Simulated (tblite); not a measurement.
C₄H₅N₂Si (doublet state).
Numbering: `[N:1]=[CH:2][C:3]1=[CH:4][CH:5]=[N:6][SiH2:7]1` (hydrogens: H8 on C2; H9 on C4; H10 on C5; H11, H12 on Si7)
Bond orders are those of one Lewis drawing.

Computed with GFN2-xTB (tblite), gas phase: L-BFGS steps from a force-field or distance-geometry start until the largest atomic force falls under 0.01 eV/Å.

Step 12: E = -504.5772 eV
```
atom  x, y, z in Å  |  force x, y, z in eV/Å
N1     -2.7703    0.6575   -0.0181   -0.112   0.001  -0.007
C2     -1.9841   -0.2809   -0.0741    0.102  -0.152   0.006
C3     -0.5325   -0.1897   -0.0190    0.084  -0.001  -0.030
C4      0.3885   -1.1683   -0.0878   -0.038   0.151   0.030
C5      1.7463   -0.6318   -0.0034   -0.039   0.039  -0.021
N6      1.9253    0.6248    0.1051    0.145  -0.055   0.000
Si7     0.3914    1.4689    0.1303    0.090   0.015   0.010
H8     -2.3496   -1.3120   -0.1752   -0.050  -0.114  -0.011
H9      0.2355   -2.2299   -0.1907   -0.121  -0.058   0.000
H10     2.6067   -1.2983   -0.0372   -0.119   0.075   0.010
H11     0.1953    2.2606   -1.0680    0.036   0.059  -0.053
H12     0.1488    2.0985    1.4121    0.022   0.041   0.067
```

Step 13: E = -504.5815 eV
```
atom  x, y, z in Å  |  force x, y, z in eV/Å
N1     -2.7923    0.6434   -0.0199   -0.043  -0.049  -0.007
C2     -1.9915   -0.2829   -0.0740    0.158  -0.148   0.001
C3     -0.5371   -0.1834   -0.0197    0.121  -0.011  -0.022
C4      0.3864   -1.1626   -0.0854   -0.065   0.174   0.004
C5      1.7477   -0.6288   -0.0047   -0.094  -0.012   0.000
N6      1.9292    0.6279    0.1040    0.132  -0.132  -0.012
Si7     0.3967    1.4728    0.1298    0.061  -0.025   0.010
H8     -2.3409   -1.3214   -0.1751   -0.053  -0.073  -0.006
H9      0.2299   -2.2253   -0.1895   -0.104  -0.006   0.012
H10     2.6033   -1.3046   -0.0372   -0.147   0.143   0.007
H11     0.2100    2.2655   -1.0673    0.023   0.080  -0.078
H12     0.1599    2.0987    1.4131    0.012   0.059   0.091
```

Step 14: E = -504.5864 eV
```
atom  x, y, z in Å  |  force x, y, z in eV/Å
N1     -2.8169    0.6247   -0.0223    0.070  -0.134  -0.006
C2     -1.9985   -0.2878   -0.0738    0.168  -0.102  -0.009
C3     -0.5413   -0.1751   -0.0211    0.102   0.005  -0.004
C4      0.3833   -1.1546   -0.0826   -0.080   0.127  -0.033
C5      1.7478   -0.6253   -0.0064   -0.136  -0.072   0.025
N6      1.9366    0.6303    0.1028    0.061  -0.160  -0.022
Si7     0.4049    1.4776    0.1296    0.029  -0.034   0.006
H8     -2.3323   -1.3339   -0.1752   -0.035  -0.011   0.004
H9      0.2206   -2.2191   -0.1879   -0.073   0.075   0.029
H10     2.5967   -1.3099   -0.0372   -0.132   0.164  -0.001
H11     0.2274    2.2725   -1.0676    0.016   0.081  -0.073
H12     0.1729    2.1000    1.4157    0.009   0.061   0.084
```

Step 15: E = -504.5916 eV
```
atom  x, y, z in Å  |  force x, y, z in eV/Å
N1     -2.8378    0.6035   -0.0246    0.167  -0.193  -0.004
C2     -2.0025   -0.2954   -0.0739    0.135  -0.034  -0.019
C3     -0.5442   -0.1660   -0.0227    0.038   0.043   0.014
C4      0.3794   -1.1456   -0.0805   -0.072   0.025  -0.064
C5      1.7458   -0.6229   -0.0078   -0.143  -0.102   0.044
N6      1.9458    0.6307    0.1013   -0.053  -0.128  -0.024
Si7     0.4145    1.4825    0.1296    0.003  -0.005   0.001
H8     -2.3258   -1.3471   -0.1753    0.004   0.038   0.013
H9      0.2087   -2.2111   -0.1856   -0.039   0.134   0.040
H10     2.5878   -1.3124   -0.0371   -0.071   0.118  -0.010
H11     0.2442    2.2806   -1.0691    0.016   0.059  -0.034
H12     0.1854    2.1025    1.4198    0.014   0.045   0.043
```

**Question.** Estimate the geometry and energy of step 16. (The exact step hangs on the optimiser's Hessian estimate; all steps are aligned on step 15, rigid shifts and turns removed.)

**Answer.** E = -504.5962 eV, largest force 0.265 eV/Å
```
atom  x, y, z in Å  |  force x, y, z in eV/Å
N1     -2.8509    0.5835   -0.0265    0.193  -0.182  -0.001
C2     -2.0023   -0.3036   -0.0744    0.076   0.022  -0.023
C3     -0.5456   -0.1576   -0.0240   -0.026   0.081   0.024
C4      0.3750   -1.1377   -0.0800   -0.046  -0.071  -0.069
C5      1.7414   -0.6226   -0.0082   -0.106  -0.088   0.042
N6      1.9526    0.6287    0.0998   -0.152  -0.050  -0.015
Si7     0.4229    1.4866    0.1297   -0.014   0.046  -0.002
H8     -2.3213   -1.3574   -0.1751    0.050   0.045   0.016
H9      0.1974   -2.2023   -0.1830   -0.024   0.125   0.037
H10     2.5791   -1.3121   -0.0373    0.007   0.025  -0.016
H11     0.2576    2.2882   -1.0710    0.020   0.026   0.018
H12     0.1954    2.1055    1.4240    0.023   0.021  -0.010
```

The energy changes by -0.0046 eV. The first-order estimate −F·Δx gives -0.0065 eV and the mean of the old and new forces, exact on a quadratic surface, -0.0046 eV. The step makes an angle of 70° with the force vector and moves no atom by more than 0.024 Å.

The cost below is that of the whole relaxation. Hardware: Arm Neoverse V1, one thread, shared host with 32 logical CPUs at a one-minute load of 13. Cost: 0.2 s of wall time.
